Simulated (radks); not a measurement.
The numbers below are computed, except where a source is named.
Task: These are the eigenvalues of the occupied orbitals of an atom or ion with whole-number occupations (eV). Level of theory: Dirac Kohn-Sham, LDA (Slater exchange, Perdew-Wang correlation), spin-unpolarised, spherical densities, point nucleus (a radial shooting solver on a logarithmic mesh with Libxc functionals).

| orbital | eigenvalue |
|---|---|
| 1s1/2 | -14142.53 |
| 2s1/2 | -1872.829 |
| 2p1/2 | -1695.154 |
| 2p3/2 | -1641.426 |
| 3s1/2 | -274.7930 |
| 3p1/2 | -212.0361 |
| 3p3/2 | -204.1095 |
| 3d3/2 | -94.2735 |
| 3d5/2 | -92.9679 |
| 4s1/2 | -34.1114 |
| 4p1/2 | -20.1642 |
| 4p3/2 | -19.4297 |

Which element is it, and in what charge state? The configuration may be excited. Open shells, if any, fill j = l - 1/2 first.

Result: Z = 36, krypton, charge +1: Kr+ in [Ar] 3d10 4s2 4p5. The list shows which subshells hold electrons but not how many an open one holds; the 1s level, -519.73 hartree, gives Z - s = 32.2 by -(Z - s)^2/2, which with screening and relativity narrows Z to a few neighbours, and the depths of the outer levels then fix element, charge and occupations together.
